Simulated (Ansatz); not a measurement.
`[GeH3][NH][GeH3]` and `C[NH][GeH3]` differ in one atom or group.

Ansatz, PBE0-D4/def2-TZVP geometries, multiplicity 1. 

Scalar relativity is left out up to krypton.

```json
{"property": "HOMO–LUMO gap (ωB97M-V/def2-TZVPP) / eV", "`[GeH3][NH][GeH3]`": "11.10"}
{"property": "LUMO energy (B3LYP/def2-TZVPP) / eV", "`[GeH3][NH][GeH3]`": "-0.21"}
{"property": "HOMO energy (PBE0/def2-TZVPP) / eV", "`[GeH3][NH][GeH3]`": "-7.10"}
{"property": "LUMO energy (ωB97M-V/def2-TZVPP) / eV", "`[GeH3][NH][GeH3]`": "1.72"}
{"property": "HOMO–LUMO gap (PBE/def2-TZVPP) / eV", "`[GeH3][NH][GeH3]`": "4.96"}
{"property": "HOMO–LUMO gap (PBE0/def2-TZVPP) / eV", "`[GeH3][NH][GeH3]`": "7.15"}
```

(1) What does the change do to each property? (Estimate.)

Answers

(1) Computed: 
```tsv
property	`C[NH][GeH3]`	shift
HOMO–LUMO gap (ωB97M-V/def2-TZVPP) / eV	11.15	0.05
LUMO energy (B3LYP/def2-TZVPP) / eV	0.28	0.49
HOMO energy (PBE0/def2-TZVPP) / eV	-6.66	0.44
LUMO energy (ωB97M-V/def2-TZVPP) / eV	2.16	0.44
HOMO–LUMO gap (PBE/def2-TZVPP) / eV	5.01	0.05
HOMO–LUMO gap (PBE0/def2-TZVPP) / eV	7.22	0.07
```

With PBE0 the HOMO rises by 0.44 eV and the LUMO rises by 0.52 eV, so the gap widens by about 0.08 eV. PBE moves the HOMO by 0.48 eV and ωB97M-V by 0.39 eV.

B3LYP here is the variant with VWN-RPA as its local correlation; programs differ in this.
